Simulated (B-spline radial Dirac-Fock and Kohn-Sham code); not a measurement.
**Rh⁶⁺: scattering cross sections and density moments**

System: rhodium as Rh⁶⁺, [Kr] 4d3.

The computed values come from a B-spline atomic structure program: relativistic Hartree-Fock (Dirac-Fock) wave functions, averaged over the configuration.

| Property | Result |
| --- | --- |
| Sum of ⟨r⟩ | 19.60 bohr |
| Sum of ⟨r²⟩ | 17.49 bohr² |
| Sum of ⟨1/r⟩ | 253.92 per bohr |
| Langevin diamagnetic susceptibility | -13.9 × 10⁻⁶ cm³/mol |
| Lamb shielding (α²/3)Σ⟨1/r⟩ | 4507 ppm |

Coherent scattering is the Thomson cross section weighted by f₀², without anomalous dispersion; incoherent scattering is Klein-Nishina weighted by S. The Lamb formula is the non-relativistic shielding expression. Electron correlation is left out.

| hν (keV) | coherent (b) | incoherent (b) | incoherent per electron (b) |
| --- | --- | --- | --- |
| 2 | 932.8 | 0.9888 | 0.0254 |
| 5 | 680.9 | 3.951 | 0.101 |
| 8.0478 | 485.5 | 6.623 | 0.170 |
| 10 | 402.3 | 8.015 | 0.206 |
| 50 | 47.70 | 16.87 | 0.433 |
| 200 | 4.164 | 15.11 | 0.387 |
| 500 | 0.7182 | 11.12 | 0.285 |
| 1000 | 0.1832 | 8.196 | 0.210 |

Incoherent scattering overtakes coherent scattering between 50 and 200 keV.
